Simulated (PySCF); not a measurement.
Correlation energy of O⁻ (oxygen, charge -1)

[He] 2s2 2p5, 2P determinant. Calculation: PySCF 2.14, in dyall-av2z (11s7p2d, 42 functions); the non-relativistic Hamiltonian (point nucleus). Frozen: 1s2; 7 electrons correlated; the 8 highest virtual orbitals of each spin left out.

MP2 pair energies summed by pair of shells (mhartree):

| pair | energy | share (%) |
| --- | --- | --- |
| 2p-2p | -121.15 | 62.5 |
| 2s-2p | -62.31 | 32.2 |
| 2s-2s | -10.27 | 5.3 |

Total MP2 correlation energy: -193.73 mhartree.

Same-spin part -50.27 and opposite-spin part -143.46 mhartree; SCS-MP2 scales them by 1/3 and 6/5 to -188.91 mhartree.
